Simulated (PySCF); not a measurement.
How methods differ on the excitation energy of N⁺

N⁺ [He] 2s2 2p2 (3P) → N⁺ [He] 2s1 2p3 (5S), as a difference of total energies. Calculation: PySCF 2.14, in aug-cc-pVTZ-DK; the spin-free X2C one-electron Hamiltonian (Gaussian nucleus). Correlated levels: valence: 1s2 frozen. The calculations carry no spin-orbit coupling.

```csv
method,excitation energy (eV)
UHF,4.044
MP2 (valence),5.255
SCS-MP2 (valence),5.840
CCSD (valence),5.673
CCSD(T) (valence),5.712
```

**Question.** How much does correlation contribute at CCSD(T) (valence)?

**Answer.** 5.712 − (4.044) = 1.668 eV, measured against UHF.

Errors of the correlated levels include the incompleteness of this basis and the frozen core.

For comparison: 5.790 eV (measured; NIST levels, between the centres of gravity of the two terms).
